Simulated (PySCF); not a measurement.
C$_{2}$H$_{9}$GaO$_{2}$Si, singlet, geometry from GFN2-xTB (such geometries of metal compounds can be far from the true shape) (in this run its highest filled SCF level lies above zero, so its values depend strongly on the basis, on diffuse functions most of all), atoms displaced at random by about 0.03 Å a coordinate; TPSS/STO-3G, gradient (PySCF).

The PySCF input:
```python
from pyscf import gto, scf, dft

mol = gto.M(
    atom='''
Ga   -0.024459    0.011864    0.002239
O    -1.480981   -0.761232    0.449004
C    -2.575420   -1.600103    0.563149
H    -3.576518   -1.041396    0.282401
H    -2.506336   -2.480023   -0.127670
H    -2.661949   -2.018094    1.581621
O     1.285335   -0.390384   -1.153064
C     2.043901   -1.071643   -2.177215
H     2.129020   -0.409640   -3.003630
H     3.001998   -1.385661   -1.693251
H     1.523883   -1.941557   -2.557207
Si    0.380614    1.959569    1.166895
H    -0.038503    1.847623    2.546360
H    -0.305071    3.160273    0.477031
H     1.830205    2.278008    1.208160
''',
    basis='sto-3g',
    charge=0,
    spin=0,
    verbose=4,
)

mf = dft.RKS(mol)
mf.xc = 'tpss'
mf.grids.level = 5
mf.kernel()
g = mf.nuc_grad_method()
g.grid_response = True
grad = g.kernel()
```

Output, abridged:

```
PySCF version 2.14.0

[INPUT] verbose = 4
[INPUT] num. atoms = 15
[INPUT] num. electrons = 82
[INPUT] charge = 0
[INPUT] spin (= nelec alpha-beta = 2S) = 0
[INPUT] symmetry False subgroup None
[INPUT] Mole.unit = angstrom
[INPUT] Symbol           X                Y                Z      unit          X                Y                Z       unit  Magmom
[INPUT]  1 Ga    -0.024459000000   0.011864000000   0.002239000000 AA   -0.046220811281   0.022419710742   0.004231096793 Bohr   0.0
[INPUT]  2 O     -1.480981000000  -0.761232000000   0.449004000000 AA   -2.798648485684  -1.438519997255   0.848494588834 Bohr   0.0
[INPUT]  3 C     -2.575420000000  -1.600103000000   0.563149000000 AA   -4.866838455727  -3.023756441095   1.064197377323 Bohr   0.0
[INPUT]  4 H     -3.576518000000  -1.041396000000   0.282401000000 AA   -6.758639499577  -1.967953227218   0.533660547303 Bohr   0.0
[INPUT]  5 H     -2.506336000000  -2.480023000000  -0.127670000000 AA   -4.736288616138  -4.686564252622  -0.241261334323 Bohr   0.0
[INPUT]  6 H     -2.661949000000  -2.018094000000   1.581621000000 AA   -5.030354567560  -3.813644953628   2.988830522861 Bohr   0.0
[INPUT]  7 O      1.285335000000  -0.390384000000  -1.153064000000 AA    2.428931128318  -0.737718843412  -2.178975164095 Bohr   0.0
[INPUT]  8 C      2.043901000000  -1.071643000000  -2.177215000000 AA    3.862413115725  -2.025111773307  -4.114340064295 Bohr   0.0
[INPUT]  9 H      2.129020000000  -0.409640000000  -3.003630000000 AA    4.023264713722  -0.774107409667  -5.676038079527 Bohr   0.0
[INPUT] 10 H      3.001998000000  -1.385661000000  -1.693251000000 AA    5.672954046492  -2.618519791491  -3.199780650146 Bohr   0.0
[INPUT] 11 H      1.523883000000  -1.941557000000  -2.557207000000 AA    2.879721515881  -3.669010985232  -4.832420873821 Bohr   0.0
[INPUT] 12 Si     0.380614000000   1.959569000000   1.166895000000 AA    0.719256219175   3.703048732188   2.205111966124 Bohr   0.0
[INPUT] 13 H     -0.038503000000   1.847623000000   2.546360000000 AA   -0.072760124974   3.491501451447   4.811923014547 Bohr   0.0
[INPUT] 14 H     -0.305071000000   3.160273000000   0.477031000000 AA   -0.576500638547   5.972050448858   0.901457942927 Bohr   0.0
[INPUT] 15 H      1.830205000000   2.278008000000   1.208160000000 AA    3.458586201810   4.304811229568   2.283091514655 Bohr   0.0

nuclear repulsion = 546.304334039724
number of shells = 34
number of NR pGTOs = 168
number of NR cGTOs = 56
basis = sto-3g
ecp = {}

******** <class 'pyscf.dft.rks.RKS'> ********
method = RKS
initial guess = minao
damping factor = 0
level_shift factor = 0
DIIS = <class 'pyscf.scf.diis.CDIIS'>
diis_start_cycle = 1
diis_space = 8
diis_damp = 0
SCF conv_tol = 1e-09
SCF conv_tol_grad = None
SCF max_cycles = 50
direct_scf = True
direct_scf_tol = 1e-13
XC library pyscf.dft.libxc version 7.1.2
    S. Lehtola, C. Steigemann, M. J. T. Oliveira, and M. A. L. Marques,  SoftwareX 7, 1–5 (2018)
XC functionals = tpss
    J. Tao, J. P. Perdew, V. N. Staroverov, and G. E. Scuseria,  Phys. Rev. Lett. 91, 146401 (2003)
    J. P. Perdew, J. Tao, V. N. Staroverov, and G. E. Scuseria,  J. Chem. Phys. 120, 6898 (2004)
    J. Tao, J. P. Perdew, V. N. Staroverov, and G. E. Scuseria,  Phys. Rev. Lett. 91, 146401 (2003)
    J. P. Perdew, J. Tao, V. N. Staroverov, and G. E. Scuseria,  J. Chem. Phys. 120, 6898 (2004)
radial grids:
    Treutler-Ahlrichs [JCP 102, 346 (1995); DOI:10.1063/1.469408] (M4) radial grids

becke partition: Becke, JCP 88, 2547 (1988); DOI:10.1063/1.454033
pruning grids: <function nwchem_prune>
grids dens level: 5
symmetrized grids: False
atomic radii adjust function: <function treutler_atomic_radii_adjust>
small_rho_cutoff = 0
Set gradient conv threshold to 3.16228e-05
Initial guess from minao.
tot grids = 472600
init E= -2415.5418035547
  HOMO = -0.477798342350908  LUMO = -0.354853323063749  gap/eV = 3.34550
cycle= 1 E= -2417.11208598171  delta_E= -1.57  |g|= 0.94  |ddm|= 4.51
  HOMO = 0.333746024970999  LUMO = 0.357040131708643  gap/eV = 0.63386
cycle= 2 E= -2368.69534982712  delta_E= 48.4  |g|= 7.64  |ddm|= 11.9
  HOMO = 0.114312280603464  LUMO = 0.164801705920359  gap/eV = 1.37389
cycle= 3 E= -2416.10490517014  delta_E= -47.4  |g|= 2.09  |ddm|= 11.5
  HOMO = 0.108977227067049  LUMO = 0.116168223103195  gap/eV = 0.19568
cycle= 4 E= -2416.14461697658  delta_E= -0.0397  |g|= 2.38  |ddm|= 4.17
  HOMO = 0.104030942817565  LUMO = 0.109800139706399  gap/eV = 0.15699
cycle= 5 E= -2415.05838564243  delta_E= 1.09  |g|= 2.75  |ddm|= 3.27
  HOMO = 0.10814464576789  LUMO = 0.109432091760465  gap/eV = 0.03503
cycle= 6 E= -2414.99775092487  delta_E= 0.0606  |g|=  2.8  |ddm|= 0.217
  HOMO = 0.104406452671595  LUMO = 0.105753284727679  gap/eV = 0.03665
cycle= 7 E= -2416.51430265072  delta_E= -1.52  |g|= 2.17  |ddm|=  3.1
  HOMO = 0.106459858699027  LUMO = 0.10790979306109  gap/eV = 0.03945
cycle= 8 E= -2416.51689753814  delta_E= -0.00259  |g|= 2.12  |ddm|= 1.68
  HOMO = 0.110784866484916  LUMO = 0.112484650374786  gap/eV = 0.04625
cycle= 9 E= -2415.00246514862  delta_E= 1.51  |g|= 2.86  |ddm|= 3.19
  HOMO = -0.055689487666841  LUMO = 0.0229639287614579  gap/eV = 2.14027
cycle= 10 E= -2417.1486116129  delta_E= -2.15  |g|= 0.87  |ddm|=    4

WARN: HOMO 0.0849567336503468 == LUMO 0.0856121848425688

cycle= 11 E= -2415.35477085735  delta_E= 1.79  |g|= 2.98  |ddm|= 3.93
  HOMO = 0.0867356300074233  LUMO = 0.205255329868288  gap/eV = 3.22509
cycle= 12 E= -2412.33445912882  delta_E= 3.02  |g|= 3.26  |ddm|= 5.03
  HOMO = 0.0987635231307247  LUMO = 0.102134080636722  gap/eV = 0.09172
cycle= 13 E= -2414.96719415153  delta_E= -2.63  |g|=  2.8  |ddm|= 5.43
  HOMO = 0.0999568180986407  LUMO = 0.104638281417426  gap/eV = 0.12739
cycle= 14 E= -2414.90303966545  delta_E= 0.0642  |g|= 2.85  |ddm|= 0.263
  HOMO = 0.0994589391592937  LUMO = 0.104354752895694  gap/eV = 0.13322
cycle= 15 E= -2414.90203157354  delta_E= 0.00101  |g|= 2.85  |ddm|= 0.205

WARN: HOMO 0.0876856837330868 == LUMO 0.0881599101223374

cycle= 16 E= -2415.4800308866  delta_E= -0.578  |g|= 2.49  |ddm|=  1.2
  HOMO = 0.0554782440883818  LUMO = 0.0839935169794171  gap/eV = 0.77594
cycle= 17 E= -2417.46116579563  delta_E= -1.98  |g|= 0.396  |ddm|= 3.33
  HOMO = 0.0433627358177595  LUMO = 0.0479121513801369  gap/eV = 0.12380
cycle= 18 E= -2417.43792750836  delta_E= 0.0232  |g|= 0.482  |ddm|= 1.25
  HOMO = 0.00154085764399869  LUMO = 0.0379833258527056  gap/eV = 0.99165
cycle= 19 E= -2417.49251593262  delta_E= -0.0546  |g|= 0.233  |ddm|= 1.21
  HOMO = 0.0390850030995861  LUMO = 0.0516108042322816  gap/eV = 0.34084
cycle= 20 E= -2417.50742823347  delta_E= -0.0149  |g|= 0.174  |ddm|= 0.798
  HOMO = 0.0393745598557368  LUMO = 0.0515985717691982  gap/eV = 0.33263
cycle= 21 E= -2417.50990485886  delta_E= -0.00248  |g|= 0.149  |ddm|= 0.075
  HOMO = 0.0351777839507409  LUMO = 0.0503852149657328  gap/eV = 0.41382
cycle= 22 E= -2417.51434026557  delta_E= -0.00444  |g|= 0.092  |ddm|= 0.107
  HOMO = 0.0307319011080837  LUMO = 0.0486599852653862  gap/eV = 0.48785
cycle= 23 E= -2417.51695633823  delta_E= -0.00262  |g|= 0.0296  |ddm|= 0.121
  HOMO = 0.0296047523519509  LUMO = 0.048735197432994  gap/eV = 0.52057
cycle= 24 E= -2417.51723648598  delta_E= -0.00028  |g|= 0.00655  |ddm|= 0.0396
  HOMO = 0.0291950059180742  LUMO = 0.0486453106471099  gap/eV = 0.52927
cycle= 25 E= -2417.51725139112  delta_E= -1.49e-05  |g|= 0.00149  |ddm|= 0.0101
  HOMO = 0.0290601535954665  LUMO = 0.0486235614540391  gap/eV = 0.53235
cycle= 26 E= -2417.51725217645  delta_E= -7.85e-07  |g|= 0.000304  |ddm|= 0.00388
  HOMO = 0.0290795581905781  LUMO = 0.0486248743826108  gap/eV = 0.53186
cycle= 27 E= -2417.5172522183  delta_E= -4.18e-08  |g|= 4.89e-05  |ddm|= 0.000892
  HOMO = 0.0290695434361879  LUMO = 0.0486206081400442  gap/eV = 0.53201
cycle= 28 E= -2417.51725221745  delta_E= 8.58e-10  |g|= 6.94e-05  |ddm|= 0.000253
  HOMO = 0.0290761008963814  LUMO = 0.0486226921406575  gap/eV = 0.53189
cycle= 29 E= -2417.51725221927  delta_E= -1.82e-09  |g|= 1.67e-06  |ddm|= 0.00014
  HOMO = 0.0290759750470108  LUMO = 0.0486227988159657  gap/eV = 0.53190
cycle= 30 E= -2417.51725221927  delta_E=    0  |g|= 1.53e-06  |ddm|= 6.71e-06
  HOMO = 0.0290771417400537  LUMO = 0.0486229869263529  gap/eV = 0.53187
Extra cycle  E= -2417.5172522192  delta_E= 6.78e-11  |g|= 1.37e-05  |ddm|= 2.8e-05
converged SCF energy = -2417.5172522192

******** <class 'pyscf.grad.rks.Gradients'> for <class 'pyscf.dft.rks.RKS'> ********
unit = Eh/Bohr
grid_response = True
--------------- RKS gradients ---------------
         x                y                z
0 Ga     0.0226693115     0.0714504782     0.0354235366
1 O    -0.1025117322    -0.0738832624     0.0150283448
2 C     0.0378600783     0.0062030930     0.0326950475
3 H    -0.0295015865     0.0156492408    -0.0120906787
4 H     0.0036526869     0.0038432634     0.0023842479
5 H     0.0033257627     0.0000321883    -0.0134108366
6 O     0.0540697031    -0.0419449458    -0.0661421762
7 C     0.0244170671     0.0148959324    -0.0538488998
8 H    -0.0184600195    -0.0297999571     0.0335066932
9 H    -0.0041779604    -0.0023357030     0.0123362756
10 H     0.0094228041     0.0297647350     0.0089363497
11 Si    -0.0040117265    -0.0206039573     0.0272006524
12 H     0.0032601995    -0.0035304286    -0.0009828243
13 H    -0.0156628455     0.0282656341    -0.0212318023
14 H     0.0156482574     0.0019936890     0.0001960701
----------------------------------------------
```
